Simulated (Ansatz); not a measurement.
Isolated molecules relaxed with PBE0-D4/def2-TZVP in Ansatz; ΔE leaves out vibrations. CCSD(T)/CBS is the MP2 limit (def2-TZVPP, def2-QZVPP) plus CCSD(T) − MP2 in def2-TZVPP, frozen cores. This one scheme is used for every species. DFT in def2-TZVPP. HSE06 is defined as in plane-wave codes. Triplets are unrestricted, without spin–orbit coupling. def2 core potentials past Kr. For Hf outer-core shells are correlated without core-valence functions, which leaves a few kJ/mol of doubt a bond. One conformer a species, not always the lowest.

`CC[N](C)[Hf]([F])([F])[F]` → `C[N](C)[Hf]([F])([F])[F]` + `[CH2]` (triplet)  (formal loss of a carbene)

```csv
level,ΔE (kJ/mol),difference from CCSD(T)/CBS
PBE-D4,445.8,3.5
r2SCAN-D4,417.7,-24.6
HSE06-D4,438.0,-4.3
BHLYP-D4,421.5,-20.8
revPBE,410.9,-31.4
r2SCANh,413.8,-28.5
HSE06,431.7,-10.6
CAM-B3LYP,430.6,-11.7
HF/def2-SVP,298.7,-143.6
MP2/def2-SVP,437.0,-5.3
CCSD/def2-SVP,418.4,-23.9
MP2/def2-TZVPP,444.9,2.6
SCS-MP2/def2-TZVPP,444.3,2.0
MP2/def2-QZVPP,450.9,8.6
SCS-MP2/def2-QZVPP,451.6,9.3
CCSD/CBS(def2),430.5,-11.8
CCSD(T)/CBS,442.3,0
```

Largest T1 diagnostic among the species: 0.015.

From PBE to PBE0 (25 % exact exchange), in def2-TZVPP and without D4, ΔE moves by −6.9 kJ/mol. At CCSD(T), def2-SVP lies −14.8 kJ/mol from the extrapolated value and def2-TZVPP −10.6 kJ/mol.
